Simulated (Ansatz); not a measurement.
`[BH2][SnH2][OH]` + H₂Se → `[OH][SnH2][SeH]` + BH₃ at 700 K and 1 bar (cleavage of the Sn–B bond).

Gas-phase electronic energies from Ansatz, PBE0-D4/def2-TZVP geometries. CBS: MP2 limit from def2 TZ/QZ plus the TZ coupled-cluster correction, frozen cores. This one scheme is used for every species. Elements past krypton have def2 core potentials. For Se, Sn outer-core shells are correlated without core-valence functions, which leaves a few kJ/mol of doubt a bond. Scalar relativity is left out up to krypton. One conformer a species, not always the lowest.

```json
{"species": "`[BH2][SnH2][OH]`", "CCSD(T)/CBS energy (Eh)": "-316.96213", "H − E (kJ/mol)": "188.1", "S (J/(mol·K))": "432.9"}
{"species": "H₂Se", "CCSD(T)/CBS energy (Eh)": "-2401.89790", "H − E (kJ/mol)": "61.1", "S (J/(mol·K))": "251.1"}
{"species": "`[OH][SnH2][SeH]`", "CCSD(T)/CBS energy (Eh)": "-2692.34473", "H − E (kJ/mol)": "155.6", "S (J/(mol·K))": "439.5"}
{"species": "BH₃", "CCSD(T)/CBS energy (Eh)": "-26.55200", "H − E (kJ/mol)": "96.5", "S (J/(mol·K))": "225.0"}
```

H − E and S are ideal-gas, rigid-rotor, harmonic terms from PBE0-D4/def2-TZVP, for one conformer and one mirror image of each species. 1 Eh = 2625.50 kJ/mol, R = 8.31446 J/(mol·K).

Q: By hand: ΔE, ΔH, ΔS and ΔG.

A: ΔE = (-2692.34473) + (-26.55200) − (-316.96213) − (-2401.89790) = -0.03670 Eh = -96.4 kJ/mol. Δ(H − E) = 155.6 + 96.5 − 188.1 − 61.1 = 2.9, so ΔH = -93.5 kJ/mol. ΔS = 439.5 + 225.0 − 432.9 − 251.1 = -19.5 J/(mol·K). ΔG = -93.5 − 700 × (-19.5)/1000 = -79.8 kJ/mol.

Q: By hand: the equilibrium constant, and the temperature at which ΔG would vanish if ΔH and ΔS stayed fixed.

A: log₁₀ K = −ΔG/(RT ln 10) = 6.0. ΔG = 0 at ΔH/ΔS = 4795 K, far beyond where these terms or the molecules hold.

ΔH outweighs TΔS. A doubt of 5 kJ/mol in ΔE shifts log₁₀ K by 0.4 here. Other conformers and mirror images would add mixing entropy, several J/(mol·K) or more a flexible species. These are equilibria of isolated gas molecules and say nothing of rates. Largest T1 diagnostic: 0.014 (customary marks: 0.02 for closed shells, 0.045 for open ones).
